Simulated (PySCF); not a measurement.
CH₅AlOS, SMILES [CH3][Al]([OH])[SH]. Heavy atoms are numbered as in [Al:1]([CH3:2])([OH:6])[SH:8]. Hydrogens are named by the atom that carries them.

Geometry: PBE0-D3(BJ)/def2-SVP. Other conformers were not sampled.

All values below come from PBE0/pcSseg-1 (PySCF).

GIAO shieldings, no solvent; atoms alike by connectivity are averaged. δ = σ(ref) − σ: ¹³C against TMS (σ = 186.3 ppm); ¹H against TMS (σ = 31.56 ppm); ¹⁷O against H2O (σ = 334.2 ppm); ³³S against H2S (σ = 716.7 ppm), references at their B3LYP-D3(BJ)/def2-TZVP geometries, non-relativistic.

Computed chemical shifts:
| nucleus | atoms | count | δ (ppm) |
|---|---|---|---|
| ¹³C | C2 (CH3) | 1 | -10.6 |
| ¹H | H on O6 | 1 | 2.49 |
| ¹H | H on S8 | 1 | 1.19 |
| ¹H | H on C2 | 3 | 0.00 |
| ¹⁷O | O6 (OH) | 1 | 59.0 |
| ³³S | S8 (SH) | 1 | -27.7 |
